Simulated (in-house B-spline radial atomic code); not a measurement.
What moves the levels of Au ([Xe] 4f14 5d10 6s1)? Method: Dirac-Hartree-Fock, average of configuration, Fermi nucleus of rms radius 5.4247 fm. Calculated with an all-electron radial atomic-structure program (B-spline basis).

Baseline run (computed): total energy -19035.5741 hartree, 1s1/2 at -2986.131 hartree, 6s1/2 at -7.9368 eV with <r> = 3.061 bohr.

Changing the nucleus:

```
                                       nucleus  ΔE (eV)
Fermi nucleus of rms radius 5.4306 fm, A = 184    0.205
Fermi nucleus of rms radius 5.4296 fm, A = 185     0.17
Fermi nucleus of rms radius 5.4354 fm, A = 186    0.372
Fermi nucleus of rms radius 5.4018 fm, A = 187   -0.794
Fermi nucleus of rms radius 5.4049 fm, A = 188   -0.687
Fermi nucleus of rms radius 5.4084 fm, A = 189   -0.565
Fermi nucleus of rms radius 5.4109 fm, A = 190   -0.479
Fermi nucleus of rms radius 5.4147 fm, A = 191   -0.347
Fermi nucleus of rms radius 5.4179 fm, A = 192   -0.236
Fermi nucleus of rms radius 5.4221 fm, A = 193  -0.0903
Fermi nucleus of rms radius 5.4252 fm, A = 194   0.0174
Fermi nucleus of rms radius 5.4298 fm, A = 195    0.177
Fermi nucleus of rms radius 5.4332 fm, A = 196    0.295
Fermi nucleus of rms radius 5.4371 fm, A = 197    0.431
  Fermi nucleus of rms radius 5.44 fm, A = 198    0.532
Fermi nucleus of rms radius 5.4454 fm, A = 199    0.719
```

A larger nucleus binds the electrons less, roughly as the density at the nucleus times the change of the nuclear <r²>. The reference is A = 183.
